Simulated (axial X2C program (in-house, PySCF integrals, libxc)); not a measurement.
# Potential curves of CsP, 2c

All values were computed with an axial X2C code built on PySCF integrals. Two-component (2c) means X2C with spin–orbit coupling and atomic mean-field two-electron Coulomb and Gaunt terms. Basis: Cs dyall-cv3z [15s15p9d4f1g], P dyall-v3z [8s7p2d1f] (cores contracted in-house); Gaussian nuclei, density fitting, unrestricted open shells. Masses: Cs 132.905 u, P 30.974 u.

State: Ω = 1 (⟨Sz⟩ = 1.00, ⟨Lz⟩ = 0.00 at HF). Energies in cm⁻¹ from the fragments at the same level (Cs + P). Fits are polynomials in 1 − R0/R over 0.85 to 1.23 times the lowest point R0.

```
 R (Å)  CCSD(T)
2.9830    -7274
3.0813    -8122
3.1797    -8596
3.2780    -8780
3.3927    -8720
3.5075    -8443
3.6550    -7873
```

Correlated methods: 14 electrons correlated (number of frozen shells: Cs 4 s, 3 p, 2 d; P 2 s, 1 p), 266 virtual spin orbitals or spinors in MP2, 90 natural virtuals in coupled cluster.

Occupations by symmetry block were frozen at the best pattern of an incomplete PBE0 search. De is counted from the lowest determinant-based energies of the atoms at the same level, without counterpoise correction. CCSD and (T) use frozen natural virtuals with an MP2 correction for the truncation; (T) itself is uncorrected, so its De runs slightly low. PBE0 can misorder states that lie within some tenths of an eV, so this need not be the ground state of the molecule. The nearest other 2c determinant of the search, Ω = 2, lies 0.31 eV up at the distance of the search. With several unpaired electrons one determinant need not be a pure state. Open-shell Ω = 0 determinants with evenly filled partner blocks cannot be reached by this program, so the Ω shown need not be the lowest component. This is the Ω = 1 component of a π² triplet; the 0⁺ component is not one determinant and can lie lowest. Coupled cluster ran on the points near the minimum only. MP2 and coupled cluster on one determinant become unreliable at the stretched end.

(1) What are Re, ωe and De at the CCSD(T) level?

## Answers

(1) At CCSD(T), 2c: Re = 3.308 Å, ωe ≈ 168 cm⁻¹, De = 1.09 eV to Cs + P; Be follows as 0.0613 cm⁻¹.
